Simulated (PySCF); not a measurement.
First SCF of a structure search on multiplicity-14 Cr₃S⁺, at a hand-made trigonal planar geometry. PySCF input:

```python
from pyscf import gto, scf, dft
mol = gto.M(atom='''
S      0.000000     0.000000     0.000000
Cr     2.205000     0.000000     0.000000
Cr    -1.102500     1.909600     0.000000
Cr    -1.102500    -1.909600     0.000000''',
    basis={'S': 'def2-SVP', 'Cr': 'def2-SVP'},
    charge=1, spin=13)
mf = dft.UKS(mol, xc='PBE')
mf.grids.atom_grid = (50, 194)
aux = {'S': 'def2-universal-JKFIT', 'Cr': 'def2-universal-JKFIT'}
mf = mf.density_fit(auxbasis=aux)
mf.conv_tol = 1e-08
mf.diis_space = 10
mf.max_cycle = 60
mf.init_guess = 'minao'
mf.verbose = 4
mf.kernel()
```

Excerpt of the output (cycles alone):

```
init E= -3529.77174844041
cycle= 1 E= -3528.70592809581  delta_E= 1.07  |g|= 1.42  |ddm|= 3.52
cycle= 2 E= -3518.0303243539  delta_E= 10.7  |g|= 2.87  |ddm|= 11.5
cycle= 3 E= -3519.28810745479  delta_E= -1.26  |g|= 2.61  |ddm|= 11.2
cycle= 4 E= -3524.15669848843  delta_E= -4.87  |g|= 2.42  |ddm|= 1.96
cycle= 5 E= -3522.29149738623  delta_E= 1.87  |g|= 2.71  |ddm|= 1.55
cycle= 6 E= -3521.76147110672  delta_E= 0.53  |g|= 2.62  |ddm|= 0.263
cycle= 7 E= -3524.59508425624  delta_E= -2.83  |g|= 2.31  |ddm|= 1.55
cycle= 8 E= -3523.89108940194  delta_E= 0.704  |g|= 2.63  |ddm|= 1.23
cycle= 9 E= -3525.00785509605  delta_E= -1.12  |g|= 2.24  |ddm|= 1.28
cycle= 10 E= -3526.06211715923  delta_E= -1.05  |g|= 1.93  |ddm|= 1.23
cycle= 11 E= -3528.36283381501  delta_E= -2.3  |g|= 1.42  |ddm|= 1.89
cycle= 12 E= -3515.47927805836  delta_E= 12.9  |g|= 3.99  |ddm|= 4.57
cycle= 13 E= -3517.36379906917  delta_E= -1.88  |g|= 2.94  |ddm|=   11
... 17 lines left out ...
cycle= 31 E= -3529.95648204383  delta_E= -3.8e-05  |g|= 0.00305  |ddm|= 0.0293
cycle= 32 E= -3529.95649440937  delta_E= -1.24e-05  |g|= 0.00206  |ddm|= 0.0146
cycle= 33 E= -3529.95649917058  delta_E= -4.76e-06  |g|= 0.00103  |ddm|= 0.0113
cycle= 34 E= -3529.95650185971  delta_E= -2.69e-06  |g|= 0.00059  |ddm|= 0.00987
cycle= 35 E= -3529.95650229581  delta_E= -4.36e-07  |g|= 0.00059  |ddm|= 0.00599
cycle= 36 E= -3529.95650269242  delta_E= -3.97e-07  |g|= 0.000146  |ddm|= 0.00299
cycle= 37 E= -3529.95650271946  delta_E= -2.7e-08  |g|= 3.53e-05  |ddm|= 0.000805
cycle= 38 E= -3529.95650272256  delta_E= -3.1e-09  |g|= 2.25e-05  |ddm|= 0.000653
Extra cycle  E= -3529.95650266478  delta_E= 5.78e-08  |g|= 0.000274  |ddm|= 0.000464
converged SCF energy = -3529.95650266478  <S^2> = 49.260033  2S+1 = 14.072673
```

No lower solution of this spin was found from smeared starts or by a stability analysis within the unrestricted form.

With open d or f shells other occupations or spin states may lie lower.

The search for the lowest solution, 3 starts and the stability check together, took about 3 core-minutes on a shared host.
